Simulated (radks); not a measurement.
Question: Species: neutral molybdenum. Configuration: [Kr] 4d(3/2: 3, 5/2: 1) 5s1 5p(1/2: 1, 3/2: 0) (not the ground configuration). Method: Dirac Kohn-Sham, BLYP, spin-unpolarised, spherical densities, finite nucleus; Fermi nuclear charge, rms radius 4.4091 fm; computed with a radial shooting solver on a logarithmic mesh with Libxc functionals. Some entries of the table are withheld. Estimate them.

orbital,occ.,eigenvalue (Ry),<r^2> (bohr^2),<1/r> (bohr^-1)
1s1/2,2,-1456.753,0.001669,43.55
2s1/2,2,-205.9589,0.02779,9.912
2p1/2,2,-189.5205,0.02098,9.890
2p3/2,4,-181.6840,0.02235,9.417
3s1/2,2,-35.27949,0.2108,3.390
3p1/2,2,-29.02548,0.2090,(1)
3p3/2,4,-27.73525,0.2193,(2)
3d3/2,4,-16.67233,0.2056,2.987
3d5/2,6,-16.42802,0.2090,2.957
4s1/2,2,-5.00596,1.380,1.241
4p1/2,2,(3),1.675,1.119
4p3/2,4,(4),1.761,1.086
4d3/2,3,-0.49781,4.112,0.7414
4d5/2,1,-0.48078,4.218,0.7325
5s1/2,1,-0.41020,12.78,0.3853
5p1/2,1,-0.14955,24.63,0.2796
5p3/2,0,-0.13936,26.26,0.2703

Answer: 
(1) 3p1/2 <1/r> (bohr^-1): 3.289
(2) 3p3/2 <1/r> (bohr^-1): 3.175
(3) 4p1/2 eigenvalue (Ry): -3.22190
(4) 4p3/2 eigenvalue (Ry): -3.03556
